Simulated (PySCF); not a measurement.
C$_{3}$F$_{3}$, doublet, geometry from GFN2-xTB; BLYP/6-31G in PySCF.

The PySCF input:
```python
from pyscf import gto, scf, dft

mol = gto.M(
    atom='''
C     2.40424185    0.02022529    0.08481996
C     1.21200987    0.01019583    0.04275885
C    -0.26204028   -0.00220437   -0.00924460
F    -0.70984126   -0.97704858   -0.80217770
F    -0.78714150   -0.19345774    1.20206903
F    -0.73915819    1.15169515   -0.47878081
''',
    basis='6-31g',
    spin=1,
    verbose=4,
)

mf = dft.UKS(mol)
mf.xc = 'blyp'
mf.kernel()
```

Problem. What does PySCF print? Leave out banner, timings and long lists.

Solution. 
```
PySCF version 2.14.0

[INPUT] verbose = 4
[INPUT] num. atoms = 6
[INPUT] num. electrons = 45
[INPUT] charge = 0
[INPUT] spin (= nelec alpha-beta = 2S) = 1
[INPUT] symmetry False subgroup None
[INPUT] Mole.unit = angstrom
[INPUT] Symbol           X                Y                Z      unit          X                Y                Z       unit  Magmom
[INPUT]  1 C      2.404241850000   0.020225290000   0.084819960000 AA    4.543358633718   0.038220258890   0.160286494297 Bohr   0.0
[INPUT]  2 C      1.212009870000   0.010195830000   0.042758850000 AA    2.290366714570   0.019267326313   0.080802515901 Bohr   0.0
[INPUT]  3 C     -0.262040280000  -0.002204370000  -0.009244600000 AA   -0.495184362804  -0.004165655577  -0.017469762131 Bohr   0.0
[INPUT]  4 F     -0.709841260000  -0.977048580000  -0.802177700000 AA   -1.341405573316  -1.846354226595  -1.515896156234 Bohr   0.0
[INPUT]  5 F     -0.787141500000  -0.193457740000   1.202069030000 AA   -1.487481856279  -0.365582145277   2.271581249522 Bohr   0.0
[INPUT]  6 F     -0.739158190000   1.151695150000  -0.478780810000 AA   -1.396806541829   2.176388412490  -0.904764604597 Bohr   0.0

nuclear repulsion = 222.25687638402
number of shells = 30
number of NR pGTOs = 132
number of NR cGTOs = 54
basis = 6-31g
ecp = {}

******** <class 'pyscf.dft.uks.UKS'> ********
method = UKS
initial guess = minao
damping factor = 0
level_shift factor = 0
DIIS = <class 'pyscf.scf.diis.CDIIS'>
diis_start_cycle = 1
diis_space = 8
diis_damp = 0
SCF conv_tol = 1e-09
SCF conv_tol_grad = None
SCF max_cycles = 50
direct_scf = True
direct_scf_tol = 1e-13
number electrons alpha = 23  beta = 22
XC library pyscf.dft.libxc version 7.1.2
    S. Lehtola, C. Steigemann, M. J. T. Oliveira, and M. A. L. Marques,  SoftwareX 7, 1–5 (2018)
XC functionals = blyp
    A. D. Becke,  Phys. Rev. A 38, 3098 (1988)
    C. Lee, W. Yang, and R. G. Parr,  Phys. Rev. B 37, 785 (1988)
    B. Miehlich, A. Savin, H. Stoll, and H. Preuss,  Chem. Phys. Lett. 157, 200 (1989)
radial grids:
    Treutler-Ahlrichs [JCP 102, 346 (1995); DOI:10.1063/1.469408] (M4) radial grids

becke partition: Becke, JCP 88, 2547 (1988); DOI:10.1063/1.454033
pruning grids: <function nwchem_prune>
grids dens level: 3
symmetrized grids: False
atomic radii adjust function: <function treutler_atomic_radii_adjust>
small_rho_cutoff = 0
Set gradient conv threshold to 3.16228e-05
tot grids = 85144
init E= -414.48411359583

cycle= 1 E= -413.28786387384  delta_E=  1.2  |g|= 0.695  |ddm|= 2.11

cycle= 2 E= -412.163868107483  delta_E= 1.12  |g|= 1.71  |ddm|= 2.21
cycle= 3 E= -413.306100227187  delta_E= -1.14  |g|= 0.504  |ddm|= 1.69
cycle= 4 E= -413.469291381693  delta_E= -0.163  |g|= 0.139  |ddm|= 0.509
cycle= 5 E= -413.473525860388  delta_E= -0.00423  |g|=  0.1  |ddm|= 0.167
cycle= 6 E= -413.479536633378  delta_E= -0.00601  |g|= 0.0133  |ddm|= 0.0969
cycle= 7 E= -413.479643622797  delta_E= -0.000107  |g|= 0.0033  |ddm|= 0.02
cycle= 8 E= -413.479655444028  delta_E= -1.18e-05  |g|= 0.00118  |ddm|= 0.00625
cycle= 9 E= -413.479658528144  delta_E= -3.08e-06  |g|= 0.000406  |ddm|= 0.0045
cycle= 10 E= -413.479658734091  delta_E= -2.06e-07  |g|= 0.000108  |ddm|= 0.00115
cycle= 11 E= -413.479658737781  delta_E= -3.69e-09  |g|= 4.31e-05  |ddm|= 0.00012
cycle= 12 E= -413.479658738486  delta_E= -7.05e-10  |g|= 3.11e-06  |ddm|= 4.63e-05
Extra cycle  E= -413.479658738443  delta_E= 4.27e-11  |g|= 9.7e-06  |ddm|= 1.07e-05
converged SCF energy = -413.479658738443  <S^2> = 0.7661281  2S+1 = 2.0160636
```
